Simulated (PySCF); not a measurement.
Bonds: Si1-O2, Si1-O9, O2-C3, C3-C4, C3-O5, O9-C10, C10-C11, C10-O12. Si1 carries H16, H17; C4 carries H6, H7, H8; C11 carries H13, H14, H15.

- GIAO KT2/pcSseg-1 shieldings
- structure optimised with PBE0-D3(BJ)/def2-SVP
- code: PySCF 2.14.0 with density-fitted response routines
- one averaged value for each set of equivalent atoms, one conformer, no solvent model, non-relativistic Hamiltonian

Chemical shifts δ = σref − σ; $^{13}$C (σref 183.22), $^{1}$H (σref 31.18), $^{29}$Si (σref 361.05) vs TMS; H2O for $^{17}$O (σref 330.66), all at this level.

| atoms | nucleus | count | δ (ppm) |
| --- | --- | --- | --- |
| C3/C10 | $^{13}$C | 2 | 168.1 |
| H16/H17 | $^{1}$H | 2 | ? |
| C4/C11 | $^{13}$C | 2 | 20.8 |
| O5/O12 | $^{17}$O | 2 | 445.1 |
| H6/H7/H8/H13/H14/H15 | $^{1}$H | 6 | 2.03 |
| O2/O9 | $^{17}$O | 2 | 225.4 |
| Si1 | $^{29}$Si | 1 | ? |

Problem. Fill in the missing shifts.

Solution. 
- H16/H17: 5.62 ppm, hydrogen on a silicon bonded to 2 O
- Si1: -16.6 ppm, silicon bonded to 2 O, 2 H

Shifts are as computed. Against solution values, carbons near 30 ppm lie about +2 ppm off and those near 130 ppm about -5 ppm. Of 1211 compounds with measured shifts, 218 miss one by over three times the rms of a fit or turn the order of signals round; such compounds aren't used in these exercises. Unscaled 17O shifts of doubly bonded oxygen tend to come out too high, by tens of ppm or more. Experimental scales use liquid or dissolved standards, which lie at an offset from isolated H2O (liquid H2O: subtract about 36 ppm).
